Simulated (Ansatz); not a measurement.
C3H5FGe, SMILES `F[CH]1C=[CH][GeH2]1`, relaxed with RKS PBE-D4/def2-SVP in Ansatz 0.2.0 from a rough embedded geometry. The force threshold is 0.03 eV/Å; the program also tests the step.

Total charge 0; spin multiplicity 1.

Start:

```xyz
10

F     1.908    0.688    0.138
C     0.742    0.424   -0.452
C     0.528   -1.057   -0.456
C    -0.711   -1.032    0.251
Ge   -0.697    0.868    0.576
H     0.687    0.887   -1.462
H     1.039   -1.861   -0.974
H    -1.350   -1.812    0.620
H    -0.319    1.313    1.996
H    -1.826    1.582   -0.237
```

| step | energy (eV) | largest force (eV/Å) | largest move (Å) |
| --- | --- | --- | --- |
| 1 | -62397.8731 | 3.479 | 0.000 |
| 2 | -62398.8114 | 1.499 | 0.182 |
| 3 | -62398.9421 | 0.457 | 0.090 |
| 4 | -62398.9645 | 0.158 | 0.031 |
| 5 | -62398.9669 | 0.051 | 0.015 |
| 6 | -62398.9669 | 0.105 | 0.019 |
| 7 | -62398.9679 | 0.033 | 0.012 |
| 8 | -62398.9679 | 0.019 | 0.012 |

End:

```xyz
10

F     2.108    0.734   -0.020
C     0.860    0.437   -0.546
C     0.447   -1.012   -0.390
C    -0.741   -1.061    0.264
Ge   -0.779    0.877    0.580
H     0.833    0.794   -1.602
H     1.040   -1.863   -0.782
H    -1.356   -1.954    0.460
H    -0.460    1.322    2.031
H    -1.951    1.726    0.005
```

Run time 12 s (4 threads of a server CPU on a shared host); peak host memory 0.16 GiB.
